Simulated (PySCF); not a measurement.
Constitutional and geometric isomers with formula C3H4O. Gas-phase values, no solvent. One relaxed conformer stands for each flexible species; it need not be the lowest. Strings in code marks are SMILES.

Calculation: PBE-D3(BJ)/def2-TZVP // B3LYP-D3(BJ)/def2-TZVP run with PySCF 2.14.0. All candidates: neutral, multiplicity 1. 

- LUMO = -1.28 eV
- HOMO = -5.33 eV
- HOMO–LUMO gap = 4.05 eV

Name which member has these values.
A. `C=C1CO1`
B. `CC#CO`
C. `C=C=CO`
D. `CC=C=O`

C, `C=C=CO`. The others give `C=C1CO1`: -0.31 eV, -5.78 eV, 5.47 eV; `CC=C=O`: -1.96 eV, -5.38 eV, 3.41 eV; `CC#CO`: -0.35 eV, -5.44 eV, 5.10 eV
